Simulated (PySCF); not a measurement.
C5H6, SMILES `C=C=CC=C`, neutral singlet in the gas phase. 

Cartesian coordinates (Å):
```xyz
11

C      1.6653    -1.6831     0.9949
C      0.6480    -0.9360     0.6897
C     -0.3724    -0.1778     0.3744
C     -0.3573     0.8095    -0.6963
C     -1.3983     1.5795    -1.0146
H      2.4017    -1.3662     1.7261
H      1.8150    -2.6529     0.5316
H     -1.2938    -0.2845     0.9420
H      0.5714     0.8999    -1.2494
H     -1.3413     2.3003    -1.8185
H     -2.3383     1.5112    -0.4799
```
Charge 0, multiplicity 1.

All levels are single points at this geometry (B3LYP-D3(BJ)/def2-TZVP); Pople sets use spherical d functions. Orbital energies aren't observables, and empty levels follow the basis.

ωB97X-D3(BJ)/def2-TZVP in PySCF gives gap (eV) = 10.32.

Task: Estimate the gap (eV) from each of these levels: PBE-D3(BJ)/def2-TZVP in PySCF; B3LYP/3-21G in PySCF; B3LYP/6-31G* in PySCF; BP86/6-31G* in PySCF; HF/6-31G* in PySCF.

Result: 
```csv
level,gap (eV)
PBE-D3(BJ)/def2-TZVP in PySCF,4.06
B3LYP/3-21G in PySCF,5.77
B3LYP/6-31G* in PySCF,5.68
BP86/6-31G* in PySCF,4.12
HF/6-31G* in PySCF,12.17
```
